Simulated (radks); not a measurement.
Sb+, configuration [Kr] 4d10 5p2 6p2 (not the ground configuration). Method: Dirac Kohn-Sham, PBE, spin-unpolarised, spherical densities, point nucleus; open shells fill j = l - 1/2 first; computed with a radial shooting solver on a logarithmic mesh with Libxc functionals.

Spin-orbit splittings of the eigenvalues, e(l+1/2) - e(l-1/2), with zeta = 2 splitting/(2l+1) and mean radii in bohr:

| shell | occ. | splitting (eV) | zeta (eV) | <r> j=l-1/2 | <r> j=l+1/2 |
|---|---|---|---|---|---|
| 2p | 6 | 251.8 | 167.9 | 0.1033 | 0.1087 |
| 3p | 6 | 46.47 | 30.98 | 0.3208 | 0.3321 |
| 3d | 10 | 9.657 | 3.863 | 0.3033 | 0.3069 |
| 4p | 6 | ? | ? | 0.8315 | 0.8603 |
| 4d | 10 | 1.264 | 0.5055 | 1.010 | 1.022 |
| 5p | 2 | 1.012 | 0.6744 | 2.332 | 2.411 |
| 6p | 2 | 0.1922 | 0.1281 | 5.559 | 5.675 |

Estimate the 4p splitting.

Answer. 8.603 eV (zeta = 5.736 eV).
